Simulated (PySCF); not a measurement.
**A small calculation by hand: chemical shift, span and skew from a shielding tensor**

C₄H₁₀OSi, SMILES [SiH3]CO/C=C/C. Atoms are numbered in the order given.

```xyz
16

C      3.6176    -0.3611    -0.4145
C      2.2798    -0.3209     0.2446
C      1.1413    -0.0509    -0.3986
O     -0.0579    -0.0079     0.2269
C     -1.1831     0.2087    -0.5907
Si    -2.7254     0.2401     0.5132
H      4.0973    -1.3480    -0.3004
H      4.3103     0.3763     0.0257
H      3.5463    -0.1482    -1.4922
H      2.2183    -0.5206     1.3200
H      1.1192     0.1586    -1.4776
H     -1.1028     1.1668    -1.1420
H     -1.2890    -0.5893    -1.3522
H     -2.8761    -1.0639     1.2220
H     -3.9177     0.4715    -0.3594
H     -2.6200     1.3439     1.5113
```
Charge 0, spin multiplicity 1.

Geometry optimised at PBE0-D3(BJ)/def2-SVP. The structure was generated by enumeration; whether it is a known compound was not checked. One conformer was computed; it need not be the lowest.

GIAO shieldings from PBE/pcSseg-1 in PySCF, non-relativistic, no solvent. The symmetric part of the tensor of C5 has the principal values 76.2, 99.3, 184.9 ppm. The same nucleus in TMS has σ = 182.0 ppm at this level (PySCF, at its B3LYP-D3(BJ)/def2-TZVP geometry).

### Question
Work out the isotropic shielding, the ¹³C shift against TMS, the span and the skew.

### Answer

σ(iso) = (σ11 + σ22 + σ33)/3 = 120.1 ppm. δ = σ(ref) − σ(iso) = 182.0 − (120.1) = 61.9 ppm.
Span Ω = σ33 − σ11 = 108.7 ppm. Skew κ = 3(σ(iso) − σ22)/Ω = 0.57. Tumbling in solution averages the tensor to δ; in a static solid the shielding alone would spread this spin-1/2 line over Ω.
